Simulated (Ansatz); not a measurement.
`C=C[N]([GeH3])[SiH2]Cl` + `[OH][Ti]([Cl])([Cl])[Cl]` → `C=C[O][Ti]([Cl])([Cl])[Cl]` + `Cl[SiH2][NH][GeH3]`  (substitution at a C–N bond)

Isolated molecules relaxed with PBE0-D4/def2-TZVP in Ansatz; ΔE leaves out vibrations. CCSD(T)/CBS adds triple-zeta CCSD(T) − MP2 to the extrapolated MP2 energy (def2 sets, frozen cores). DFT in def2-TZVPP. B3LYP here is the variant with VWN-RPA as its local correlation; programs differ in this. For Ge, Ti outer-core shells are correlated without core-valence functions, which leaves a few kJ/mol of doubt a bond. Scalar relativity is left out up to krypton. Each species was taken in one conformer, which may not be the lowest.

```json
{"level": "PBE0-D4", "ΔE (kcal/mol)": "0.9", "difference from CCSD(T)/CBS": "-0.1"}
{"level": "ωB97X-V", "ΔE (kcal/mol)": "1.2", "difference from CCSD(T)/CBS": "0.2"}
{"level": "PBE", "ΔE (kcal/mol)": "-0.8", "difference from CCSD(T)/CBS": "-1.8"}
{"level": "PBE0", "ΔE (kcal/mol)": "-0.1", "difference from CCSD(T)/CBS": "-1.1"}
{"level": "B3LYP", "ΔE (kcal/mol)": "-2.3", "difference from CCSD(T)/CBS": "-3.3"}
{"level": "HF/def2-TZVPP", "ΔE (kcal/mol)": "-3.1", "difference from CCSD(T)/CBS": "-4.1"}
{"level": "MP2/def2-TZVPP", "ΔE (kcal/mol)": "1.4", "difference from CCSD(T)/CBS": "0.4"}
{"level": "CCSD(T)/def2-TZVPP", "ΔE (kcal/mol)": "0.3", "difference from CCSD(T)/CBS": "-0.7"}
{"level": "HF/def2-QZVPP", "ΔE (kcal/mol)": "-3.1", "difference from CCSD(T)/CBS": "-4.1"}
{"level": "SCS-MP2/def2-QZVPP", "ΔE (kcal/mol)": "0.7", "difference from CCSD(T)/CBS": "-0.3"}
{"level": "CCSD(T)/CBS", "ΔE (kcal/mol)": "1.0", "difference from CCSD(T)/CBS": "0"}
```

Largest T1 diagnostic among the species: 0.024, so the coupled-cluster value is less sure than usual.

The D4 term adds +2.1 kcal/mol with B3LYP and +1.1 kcal/mol with PBE0; it sums over pairs of atoms, weighted by their polarisabilities, and B3LYP, whose exchange is more repulsive, gets the larger term. In def2-TZVPP, CCSD(T) changes the Hartree–Fock value by +3.3 kcal/mol (the triples alone add −0.2 kcal/mol) and MP2 by +4.4 kcal/mol.

CCSD(T)/CBS has its own doubt, a few kJ/mol and more with outer-core shells, so smaller differences from it don't rank the levels.
